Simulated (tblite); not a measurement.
Compound: C₅H₁₄SSi₂.
Z-matrix (Å and degrees, GFN2-xTB geometry), rows numbered from 1:
```
Si
C   1  1.9048
C   2  1.5176  1  110.09
S   3  1.8305  2  112.78  1  -166.06
C   4  1.8241  3  101.80  2   100.29
C   5  1.5199  4  114.30  3   -88.69
C   6  1.5258  5  113.54  4    64.24
Si  7  1.9063  6  114.45  5   -69.89
H   1  1.4604  2  109.64  3  -174.88
H   1  1.4662  2  109.30  3   -54.13
H   1  1.4667  2  109.40  3    64.15
H   2  1.0941  1  107.42  3   117.08
H   3  1.0896  2  111.84  1   -46.65
H   3  1.0910  2  111.73  1    74.91
H   5  1.0909  4  107.33  3    35.29
H   5  1.0905  4  104.64  3   150.72
H   6  1.0957  5  107.40  4  -174.34
H   6  1.0920  5  108.97  4   -58.06
H   7  1.0921  6  109.24  5    54.82
H   7  1.0904  6  107.88  5   170.09
H   8  1.4706  2  107.36  1   -33.89
H   8  1.4657  2  111.87  1  -152.67
```

Calculated harmonic vibrations of the isolated species, GFN2-xTB (tblite), most abundant isotopes, no scaling. This tight-binding method is rough: wavenumbers can miss measured ones by several per cent, in bad cases by 10 to 20. Modes of hydrogen on silicon can be 10 to 20 % off. One conformer, not necessarily the lowest.

Harmonic wavenumbers (cm⁻¹): 53.6, 104.0, 121.3, 139.0, 173.2, 229.0, 249.2, 271.5, 311.5, 358.5, 428.4, 493.1, 504.7, 534.8, 572.8, 629.2, 665.4, 684.0, 717.8, 726.7, 773.1, 778.5, 788.0, 801.1, 811.7, 833.5, 856.8, 889.2, 951.5, 992.0, 1068.3, 1077.5, 1108.5, 1127.8, 1136.0, 1174.2, 1221.3, 1243.0, 1269.1, 1287.2, 1302.2, 1346.3, 1440.9, 1456.4, 1481.8, 1491.2, 2203.8, 2232.0, 2243.4, 2253.2, 2289.0, 2928.3, 2930.9, 2962.5, 2965.0, 2970.7, 2979.3, 2984.4, 2989.8, 2991.8.

A = 1749, B = 869.4, C = 702.3 MHz; mass 162.035 u (most abundant isotopes); point group C1, symmetry number 1.

What is the zero-point energy?

Half the sum of the wavenumbers: 37299 cm⁻¹ = 446.20 kJ/mol.

Entropy at 400 K, 1 bar (ideal gas, RRHO, classical rotation)?

Translation 178.42, rotation 129.55, vibration 184.54: S = 492.5 J/(mol K).

And Cp and H(400 K) − H(0)?

Cp = 241.91 J/(mol K), of which vibrations give 208.66 (their classical limit is 60 R = 498.9); H(400 K) − H(0) = 53.92 kJ/mol without the zero-point energy, 40.62 from vibrations.

Blend soft modes into free rotors: weight 1/[1 + (100 cm⁻¹/ν̃)⁴] for the oscillator and the rest for a rotor with moment μB/(μ + B), μ = h/(8π²ν), B = 10⁻⁴⁴ kg m². What vibrational entropy results?

175.59 J/(mol K) in place of 184.54, which changes −T·S at 400 K by +3.58 kJ/mol.

Which modes carry the vibrational entropy at 400 K?

53.6 cm⁻¹: 22.01; 104.0 cm⁻¹: 16.54; 121.3 cm⁻¹: 15.28; 139.0 cm⁻¹: 14.16; 173.2 cm⁻¹: 12.38; 229.0 cm⁻¹: 10.16 J/(mol K); the other 54 give 94.01 together.

How do the functions run with temperature in this model?

```json
{"T (K)": "50", "S (J/(mol K))": "248.5", "Cp (J/(mol K))": "52.6", "H − H(0) (kJ/mol)": "2.00", "G − H(0) (kJ/mol)": "-10.42", "ln q(vib)": "0.35"}
{"T (K)": "100", "S (J/(mol K))": "293.7", "Cp (J/(mol K))": "80.3", "H − H(0) (kJ/mol)": "5.34", "G − H(0) (kJ/mol)": "-24.03", "ln q(vib)": "1.41"}
{"T (K)": "298.15", "S (J/(mol K))": "429.3", "Cp (J/(mol K))": "189.7", "H − H(0) (kJ/mol)": "31.86", "G − H(0) (kJ/mol)": "-96.12", "ln q(vib)": "6.91"}
{"T (K)": "373.15", "S (J/(mol K))": "476.2", "Cp (J/(mol K))": "229.0", "H − H(0) (kJ/mol)": "47.60", "G − H(0) (kJ/mol)": "-130.08", "ln q(vib)": "9.16"}
{"T (K)": "500", "S (J/(mol K))": "551.2", "Cp (J/(mol K))": "284.0", "H − H(0) (kJ/mol)": "80.29", "G − H(0) (kJ/mol)": "-195.30", "ln q(vib)": "13.05"}
{"T (K)": "750", "S (J/(mol K))": "681.7", "Cp (J/(mol K))": "358.9", "H − H(0) (kJ/mol)": "161.39", "G − H(0) (kJ/mol)": "-349.88", "ln q(vib)": "20.55"}
{"T (K)": "1000", "S (J/(mol K))": "792.0", "Cp (J/(mol K))": "407.2", "H − H(0) (kJ/mol)": "257.56", "G − H(0) (kJ/mol)": "-534.46", "ln q(vib)": "27.58"}
```

q(vib) and H(0) count from the zero-point level.

Hindered rotation and anharmonicity are outside this model. Other conformers, if any are populated, would add a mixing term that is left out. The structure is chiral; the term R ln 2 for an equal mix with its mirror image is left out.
